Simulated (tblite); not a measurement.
C5H4ClS (doublet state).
SMILES: `S=C1C=C[C](Cl)C1`

Method: GFN2-xTB as coded in tblite; computed harmonic values from a numerical Hessian at the method's own geometry, unscaled. Against measured fundamentals such values can be off by several per cent, at times by over 20. Open shells enter through the occupations alone, without spin polarisation, and single modes of such species can be off by tens of per cent.

Harmonic wavenumbers (cm⁻¹): 111.9, 188.1, 251.7, 340.2, 369.0, 383.2, 500.1, 552.9, 794.4, 844.3, 847.1, 874.0, 879.2, 1035.8, 1042.0, 1060.8, 1158.3, 1174.9, 1242.8, 1316.2, 1337.7, 1388.5, 1515.0, 2962.0, 2985.8, 3143.8, 3154.0.

A = 6060, B = 897.8, C = 785.7 MHz; mass 130.972 u (most abundant isotopes); point group Cs, symmetry number 1; spin multiplicity 2.

Q: Zero-point energy?

A: Half the sum of the wavenumbers: 15727 cm⁻¹ = 44.97 kcal/mol.

Q: What is S at 298.15 K and 1 bar for an ideal gas of classical rigid rotors and harmonic oscillators?

A: Translation 40.55, rotation 28.71, vibration 13.02, spin (R ln 2) 1.38: S = 83.7 cal/(mol K).

Q: And Cp and H(298.15 K) − H(0)?

A: Cp = 25.48 cal/(mol K), of which vibrations give 17.53 (their classical limit is 27 R = 53.7); H(298.15 K) − H(0) = 4.71 kcal/mol without the zero-point energy, 2.34 from vibrations.

Q: Blend soft modes into free rotors: weight 1/[1 + (100 cm⁻¹/ν̃)⁴] for the oscillator and the rest for a rotor with moment μB/(μ + B), μ = h/(8π²ν), B = 10⁻⁴⁴ kg m². What vibrational entropy results?

A: 12.85 cal/(mol K) in place of 13.02, which changes −T·S at 298.15 K by +0.05 kcal/mol.

Q: Which modes carry the vibrational entropy at 298.15 K?

A: 111.9 cm⁻¹: 3.24; 188.1 cm⁻¹: 2.25; 251.7 cm⁻¹: 1.72; 340.2 cm⁻¹: 1.21; 369.0 cm⁻¹: 1.08; 383.2 cm⁻¹: 1.03 cal/(mol K); the other 21 give 2.50 together.

Q: What must be added to the electronic energy to get the Gibbs energy at 298.15 K and 1 bar?

A: ZPE + [H(298.15 K) − H(0)] − T·S = 44.97 + 4.71 − 24.94 = 24.74 kcal/mol.

Hindered rotation and anharmonicity are outside this model.
